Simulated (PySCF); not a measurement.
# Partial charges of `CC(C)[C@@H]1CC[P@@H]1=S`

Compound: C6H13PS.
Cartesian coordinates in Å at the GFN2-xTB level; atoms count from 1:
```xyz
21
C6H13PS angstrom
C     -1.9295    1.2430   -0.0544
C     -1.1379    0.0009   -0.4570
C     -1.2428   -1.0638    0.6302
C      0.3067    0.4076   -0.7354
C      1.3036   -0.7302   -1.0591
C      2.0540   -0.7840    0.2863
P      1.3585    0.8707    0.7532
S      0.8608    1.4029    2.5429
H     -1.9002    1.9945   -0.8410
H     -1.5055    1.6726    0.8516
H     -2.9689    0.9895    0.1382
H     -1.5574   -0.4027   -1.3890
H     -0.7700   -1.9944    0.3249
H     -2.2885   -1.2733    0.8441
H     -0.7731   -0.7092    1.5464
H      0.3022    1.1946   -1.4957
H      0.8204   -1.6662   -1.3335
H      1.9722   -0.4420   -1.8693
H      1.6772   -1.5622    0.9514
H      3.1382   -0.8687    0.2278
H      2.2710    1.7375    0.1369
```

Density: PBE0/pcSseg-1 (PySCF); schemes: Mulliken, IAO, Hirshfeld and ESP-fitted. The structure is a single GFN2-xTB conformer in the gas phase; no vibrational or solvent corrections.

Q: At which atom do the 4 schemes differ most?

A: At P7: from -0.046 (ESP-fitted) to +0.890 e (IAO), 0.936 e apart.

Q: Which atoms carry the lowest charge in the Mulliken, IAO, Hirshfeld and ESP-fitted schemes?

A: The schemes don't all agree: Mulliken C4 (-0.477); IAO S8 (-0.561); Hirshfeld S8 (-0.286); ESP-fitted C5 (-0.488).

Q: Do the Mulliken, IAO, Hirshfeld and ESP-fitted schemes agree on where the charge is highest?

A: The schemes don't all agree: Mulliken P7 (+0.448); IAO P7 (+0.890); Hirshfeld P7 (+0.314); ESP-fitted C2 (+0.324).

Q: What partial charge does each atom carry?

A: In e:

```
atom                        environment  Mulliken     IAO  Hirshfeld  ESP-fitted
  C1                      methyl carbon    -0.210  -0.421     -0.123      -0.412
  C2                      sp3 CH carbon    -0.305  -0.088     -0.019      +0.324
  C3                      methyl carbon    -0.233  -0.426     -0.124      -0.439
  C4     sp3 carbon bound to phosphorus    -0.477  -0.311     -0.054      +0.128
  C5          four-membered-ring carbon    -0.124  -0.269     -0.069      -0.488
  C6     sp3 carbon bound to phosphorus    -0.404  -0.484     -0.109      +0.044
  P7  phosphorus bonded to 2 C, S and H    +0.448  +0.890     +0.314      -0.046
  S8                 sulfur bonded to P    -0.370  -0.561     -0.286      -0.314
  H9                    methyl hydrogen    +0.106  +0.134     +0.037      +0.081
 H10                    methyl hydrogen    +0.133  +0.149     +0.025      +0.108
 H11                    methyl hydrogen    +0.115  +0.140     +0.042      +0.115
 H12                   methine hydrogen    +0.125  +0.128     +0.036      -0.038
 H13                    methyl hydrogen    +0.111  +0.129     +0.035      +0.120
 H14                    methyl hydrogen    +0.121  +0.144     +0.044      +0.114
 H15                    methyl hydrogen    +0.134  +0.144     +0.022      +0.117
 H16                   methine hydrogen    +0.152  +0.143     +0.041      +0.039
 H17                 methylene hydrogen    +0.143  +0.146     +0.046      +0.146
 H18                 methylene hydrogen    +0.133  +0.146     +0.044      +0.155
 H19                 methylene hydrogen    +0.166  +0.162     +0.050      +0.059
 H20                 methylene hydrogen    +0.158  +0.157     +0.048      +0.072
 H21                       P–H hydrogen    +0.080  -0.049      0.000      +0.117
```

Mean size of the charges over all atoms: IAO 0.249 e, Mulliken 0.202 e, ESP-fitted 0.166 e, Hirshfeld 0.075 e. Each set sums to the total charge, 0, to within 0.002 e. The Hirshfeld scheme divides the density at each point in proportion to the densities of the neutral, spherically averaged free atoms. The ESP scheme is a least-squares fit of atom-centred charges to the potential on four shells outside the van der Waals surface, with the total charge fixed.

Q: Sum the charges by element, for elements with more than one atom.

A: 
```csv
element,atoms,Mulliken,IAO,Hirshfeld,ESP-fitted
C,6,-1.753,-1.999,-0.497,-0.844
H,13,+1.676,+1.671,+0.470,+1.204
```

Q: How closely do the schemes follow one another over all atoms?

A: Correlation coefficient and root-mean-square difference: IAO with Hirshfeld 0.96, 0.215 e; Mulliken with IAO 0.91, 0.144 e; Mulliken with Hirshfeld 0.83, 0.156 e; Hirshfeld with ESP-fitted 0.48, 0.188 e; IAO with ESP-fitted 0.48, 0.286 e; Mulliken with ESP-fitted 0.30, 0.266 e.

Q: How many electrons does the ESP-fitted scheme count on C2?

A: Z − q = 6 − (+0.324) = 5.676.
